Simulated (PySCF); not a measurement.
# Reading the logs of faulty runs: BGeH4NSi

All numbers below are calculated, not measured. They come from PySCF 2.14.0, an open-source quantum chemistry program, on an isolated molecule that a program drew, which may never have been made. The molecule is BGeH4NSi (charge 0, singlet), drawn as the SMILES string `B[Si][GeH]=[NH]`.

Each row is a Hartree-Fock (HF) and frozen-core CCSD(T) single point in the cc-pV(D+d)Z basis, meant for a local HF minimum. Run 1 is clean. Each other run has one planted mistake out of seven kinds, and not every kind appears here: one electron removed, one electron added, multiplicity raised by two, geometry at a saddle point, minimal basis STO-3G, one bond length entered in bohr, all coordinates scaled. The reference is restricted for singlets and unrestricted otherwise, and also for a bond in bohr. Adding or removing an electron swaps singlet and doublet. Electrons count all cores. HOMO and LUMO are orbital energies over both spins, the gradient is its largest component, and the lowest frequency (negative if imaginary) is given only where the gradient is small. Bond lengths are over the 7 bonds as drawn. T1 is the CCSD diagnostic: over 0.02 (restricted) or 0.045 (unrestricted) a single reference is doubtful. Germanium has the cc-pVDZ-PP basis, with a core potential (ECP10MDF) in place of its 10 inner electrons, and its 3s, 3p and 3d shells are frozen in CCSD(T).

Geometry of the clean run:
```xyz
8
BGeH4NSi, angstrom
B    -1.1618    2.0087   -0.4349
Si    0.5526    1.5061    0.4303
Ge   -0.1774   -0.8242    0.2661
N    -1.1284   -1.7760    1.2890
H    -2.1260    2.2588    0.2380
H    -1.2645    2.1002   -1.6290
H     0.4136   -1.5504   -0.9469
H    -1.5081   -1.2667    2.0750
```

```
run,electrons,basis functions,<S^2>,HOMO (eV),LUMO (eV),gradient (hartree/bohr),lowest frequency (cm^-1),mean bond (Å),longest bond (Å),T1,HF (hartree),CCSD(T) (hartree),mistake
1,62,94,0.000,-8.97,-0.28,3.3e-05,60,1.5814,2.447,0.0265,-663.63888,-664.14036,no fault
2,61,94,0.931,-14.42,-6.15,5.7e-02,-,1.5814,2.447,0.0720,-663.38126,-663.82951,one electron removed
3,62,94,1.329,-8.32,0.40,3.4e-02,-,1.8924,4.625,0.0697,-663.59536,-664.06741,one bond length entered in bohr
4,62,94,2.512,-8.21,-0.45,5.0e-02,-,1.5814,2.447,0.0610,-663.62603,-664.09259,multiplicity raised by two
5,62,94,0.000,-8.91,-0.36,3.3e-02,-,1.6383,2.536,0.0278,-663.63045,-664.13883,?
```

**Which mistake was planted in run 5, and what did it cost?**

The mean and the longest bond both change by the same factor, 1.036, and the gradient is no longer small. So the mistake is: all coordinates scaled. Subtracting run 1 and multiplying by 627.51 kcal/mol a hartree, the energy moved by 5.3 kcal/mol in HF and 1.0 kcal/mol in CCSD(T).

Cautions from the logs. Run 1: T1 is over the limit, so its CCSD(T) energy is less reliable; run 2: T1 is over the limit, so its CCSD(T) energy is less reliable; run 3: T1 is over the limit, so its CCSD(T) energy is less reliable; run 4: T1 is over the limit, so its CCSD(T) energy is less reliable; run 5: T1 is over the limit, so its CCSD(T) energy is less reliable.
